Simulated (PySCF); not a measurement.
Bi(OH)(TeH)2 (BiH3OTe2), SMILES [OH][Bi]([TeH])[TeH]. Atoms are numbered in the order given.

```xyz
7

Bi    -0.1003    -0.2643     1.0263
O     -1.4811    -1.8301     0.8559
H     -1.6658    -2.0288    -0.0720
Te    -1.2774     1.7745    -0.6331
H     -0.9481     0.9301    -2.0308
Te     1.6739    -1.0045    -1.0915
H      2.1649    -2.3604    -0.2512
```

Geometry: PBE0-D3(BJ)/def2-SVP. The structure was generated by enumeration; whether it is a known compound was not checked. The def2 effective core potentials stand for the cores of Bi, Te; spin–orbit coupling is left out. One conformer was computed; it need not be the lowest.

All values below come from PBE/def2-TZVP in PySCF.

ESP charges are fitted to the potential on shells at 1.4 to 2.0 van der Waals radii. Atomic charges (e):

```
atom  Löwdin  Mulliken  ESP fit
----  ------  --------  -------
Bi1      ___      0.63     0.48
O2       ___     -0.62    -0.54
H3      0.14      0.31     0.29
Te4    -0.05     -0.23    -0.17
H5       ___      0.07     0.10
Te6    -0.05     -0.22    -0.25
H7       ___      0.07     0.10
```

Q: Fill in the missing entries. (The exact figures need the calculation; the answer reports its results.)

A: 
- Bi1, Löwdin: 0.35
- O2, Löwdin: -0.39
- H5, Löwdin: 0.00
- H7, Löwdin: 0.00
